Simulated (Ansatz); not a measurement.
A nudged elastic band was laid between two geometries of CH$_{8}$OSSi$_{2}$ (13 atoms, charge 0, multiplicity 1).

These are results of RKS revPBE/cc-pVDZ (Ansatz 0.2.0), not measurements.

| Quantity | Value |
| --- | --- |
| movable images | 5 |
| climbing image | yes |
| spring | 5.0 eV/Å² |
| optimiser | quadratic models (default) |
| start path | through a guess of the saddle point |
| force threshold | 0.05 eV/Å |
| iteration limit | 60 |
| end points | relaxed |

Image 0:

```xyz
13
Properties=species:S:1:pos:R:3
Si -2.280 0.125 -0.537
O -0.734 -0.034 0.199
C 0.442 -0.223 -0.621
Si 1.934 -0.429 0.580
S 2.132 1.356 1.821
H -2.604 -1.097 -1.370
H -2.333 1.346 -1.429
H -3.241 0.260 0.612
H 0.613 0.646 -1.300
H 0.352 -1.134 -1.262
H 3.228 -0.546 -0.189
H 1.718 -1.671 1.412
H 0.792 1.368 2.101
```

Image 6:

```xyz
13
Properties=species:S:1:pos:R:3
Si -1.559 0.297 -1.163
O -0.739 -1.259 1.008
C -0.214 -0.761 -0.255
Si 1.491 0.083 0.066
S 1.212 1.444 1.779
H -2.805 -0.536 -1.345
H -1.075 0.776 -2.515
H -1.901 1.497 -0.311
H -0.714 -0.484 1.616
H -0.016 -1.656 -0.887
H 1.975 0.895 -1.111
H 2.533 -0.931 0.472
H 1.831 0.602 2.660
```

Problem. What changes between the two ends?

Solution. Bonds broken: Si1–O2, C3–H9. Bonds formed: Si1–C3, O2–H9.

Problem. What energy profile does the band end with?

Solution. The forces met the threshold. The highest image is number 3 of 0 to 6, 3.44 eV above the first end and 2.68 eV above the last; the last end lies 0.76 eV above the first. Neighbouring images differ by up to 3.3 eV, so the band resolves the path poorly. A vibrational analysis at the climbing image gives one clearly imaginary mode, 639i cm⁻¹: a first-order saddle point. The orbitals stay closed-shell, which can raise the energy where a bond breaks towards radicals; this wasn't checked here.

```tsv
image	path coordinate (Å)	energy (eV)	Si1–O2 (Å)	C3–H9 (Å)	Si1–C3 (Å)
0	0.00	0.00	1.72	1.12	2.75
1	1.62	0.03	1.72	1.11	2.74
2	3.24	0.11	1.72	1.11	2.74
3	4.85	3.44	1.77	1.71	3.05
4	6.96	3.13	2.12	1.92	2.05
5	9.07	1.23	2.62	1.95	1.94
6	11.17	0.76	2.79	1.96	1.94
```

Problem. What is the geometry of the highest image?

Solution. 
```xyz
13
Properties=species:S:1:pos:R:3
Si -2.354 -0.081 -0.728
O -0.907 0.615 0.005
C 0.670 0.261 -0.880
Si 1.791 -0.387 0.491
S 2.264 1.323 1.791
H -2.272 -1.546 -0.414
H -2.344 0.184 -2.209
H -3.532 0.576 -0.061
H -0.515 1.418 -0.473
H 0.342 -0.573 -1.551
H 3.024 -0.868 -0.256
H 1.327 -1.509 1.408
H 2.527 0.551 2.889
```

Time of the run: 6.2 min on 2 threads of Intel(R) Xeon(R) Platinum 8488C (Sapphire Rapids) (shared host), peak memory 0.2 GiB.
